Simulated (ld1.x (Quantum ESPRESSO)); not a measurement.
# Before and after: ultrasoft potential for silicon (Si)

silicon, ultrasoft, made with ld1.x (Quantum ESPRESSO) 7.5 (PBE, scalar-relativistic). Core [Ne], reference 3s2 3p2. Waves: 3s (bound): rcut 1.25, rcutus 1.60 bohr; 3s channel at -0.4 Ry: rcut 1.25, rcutus 1.60 bohr; 3p (bound): rcut 1.55, rcutus 2.00 bohr; 3p channel at 2.2 Ry: rcut 1.55, rcutus 2.00 bohr; 3d channel at -0.1 Ry: rcut 1.45, rcutus 1.60 bohr. Local part: all-electron potential smoothed inside 1.20 bohr (lloc = -1). Core correction: Bessel-smoothed model core, default radius (core density twice the valence density). Augmentation charge: PSQ, radius 1.20 bohr.

All-electron outer shells of the reference configuration (PBE, scalar-relativistic, ld1.x):

```csv
shell,level (eV),outermost node (bohr),outermost maximum (bohr)
2s,-139.50,0.15,0.45
2p,-95.56,–,0.39
3s,-10.81,0.72,1.80
3p,-4.08,0.72,2.17
```

Change: type TM; waves now 3p (bound): rc 2.00 bohr; 3d channel at -0.1 Ry: rc 1.60 bohr; 3s (bound): rc 1.60 bohr; local potential the s channel.

Cutoffs: the cutoffs (Ry, on a coarse ladder) from which the occupation-weighted sum of valence levels, in a spherical-Bessel basis at the reference potential, stays within 10 and 1 mRy of its value at 400 Ry; they do not see the model core or the augmentation charge, which bear on the density cutoff. Errors are all-electron minus pseudo energies relative to the spin-unpolarised reference configuration.

Problem. Predict the effect on cutoff, ghosts and configuration errors.

Solution. The potential gets harder (12 Ry and 18 Ry → 15 Ry and 40 Ry); the bound ghost in s disappears; of the 7 tests that both files solve, the error grows in 4 and shrinks in 0 by more than 15 % and 0.3 meV (median size 1.5 → 4.7 meV); the range in which the s phases agree narrows (upper end 4.9 → 3.2); the range in which the p phases agree narrows (upper end at the end of the scan → 3.3). Several settings change at once here, so the effects cannot be laid on one of them.

| quantity | base | changed |
| --- | --- | --- |
| cutoff, loose | 12 Ry | 15 Ry |
| cutoff, tight | 18 Ry | 40 Ry |
| loose cutoff by channel (10 mRy a level) | s 10 Ry, p 6 Ry | p 6 Ry, s 12 Ry |
| bound ghosts | s | none |
| error for 3s2 3p1, meV [ΔE 7.74 eV] | -0.1 | +2.4 |
| error for 3s2 3p0, meV [ΔE 23.73 eV] | +0.2 | +16 |
| error for 3s1 3p0, meV [ΔE 57.70 eV] | -24 | +53 |
| error for 3s1 3p2, meV [ΔE 15.17 eV] | -3.6 | +4.7 |
| error for 3s2 3p2.3, meV [ΔE -0.93 eV] | +0.1 | +0.1 |
| error for 3s1 3p3, meV [ΔE 6.81 eV] | -1.5 | -1.5 |
| error for 3s0 3p4, meV [ΔE 13.78 eV] | -5.5 | -5.6 |
| s: phases at 2.21 bohr within 0.05 rad from the reference energy up to (Ry; the scan ends near 5) | 4.9 | 3.2 |
| p: phases at 2.21 bohr within 0.05 rad from the reference energy up to (Ry; the scan ends near 5) | to the end of the scan | 3.3 |
| d: phases at 2.21 bohr within 0.05 rad from the reference energy up to (Ry; the scan ends near 5) | 2.3 | 4.8 |

 A true bound ghost makes a file unfit for plane-wave use even where its test errors are small: the radial tests pick states by their node count and pass the ghost by.
